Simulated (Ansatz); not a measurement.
Job for Ansatz (a program for electronic structure): R-HF/def2-TZVPP on BH2I (SMILES BI), atoms moved off the minimum. Elements past Kr take the def2 small-core potentials; no spin–orbit coupling.

Ansatz 0.2 input:
```yaml
crystal:
  periodic: [false, false, false]
  atoms:
    - {symbol: B, position_ang: [-0.94634051, -1.52926503, 0.33498001]}
    - {symbol: H, position_ang: [-0.53191551, -2.44257037, 1.24599889]}
    - {symbol: H, position_ang: [-1.93720804, -1.49827084, -0.45779974]}
    - {symbol: I, position_ang: [0.09329654, 0.33011794, -0.21166821]}
basis:
  gaussian:
    orbitals: def2-TZVPP
hamiltonian:
  xc: {name: HF}
scf: {lower_state_search: off}
output: {forces: true}
```

The log:

```
WARN ansatz: RAYON_NUM_THREADS=1 ignored (pool sized by the plan → 1); use --threads N
Functional definition: HF
these checks for a lower state are left out or cut short: stability, starts, cluster_reference, orbital_swaps, neighbouring_geometries, increment
integrals: 0.03 GiB planned
823 factors; their error is unknown
mean field: 0.19 GiB planned
mean field evaluation 1: about -8773.8266 eV, gradient 1.1e1 eV
mean field evaluation 2: about -8774.4466 eV, gradient 5.4e0 eV
mean field evaluation 4: about -8774.5549 eV, gradient 5.3e-1 eV
mean field evaluation 8: about -8775.6542 eV, gradient 2.9e0 eV
mean field evaluation 16: about -8774.9361 eV, gradient 1.1e1 eV
mean field -8775.65895412 eV, -322.4995182086 hartree, gradient 1.3e-6 eV, S^2 0.000000; 0 other end points of the search recorded, 0 dependent functions left out
the calculation of the forces begins
reference -8775.65895412 eV, -322.4995182086 hartree; 16, 16 occupied and 93, 93 virtual orbitals, 823 factors
Total energy: -8775.65895412 eV, -322.4995182086 hartree
Atom 0 at    -0.946341    -1.529265     0.334980 Å, force    -0.310280    -0.719497    -0.098244 eV/Å
Atom 1 at    -0.531916    -2.442570     1.245999 Å, force    -0.997373     2.252051    -2.147671 eV/Å
Atom 2 at    -1.937208    -1.498271    -0.457800 Å, force     1.199979    -0.890566     1.656580 eV/Å
Atom 3 at     0.093297     0.330118    -0.211668 Å, force     0.107674    -0.641987     0.589336 eV/Å
Dipole moment:    -0.131576    -0.225323     0.068628 e Å
Checks for a lower state left out: stability, starts, cluster_reference, orbital_swaps, neighbouring_geometries, increment
```

The run converged.

Cost: very roughly 1.8 core-seconds.
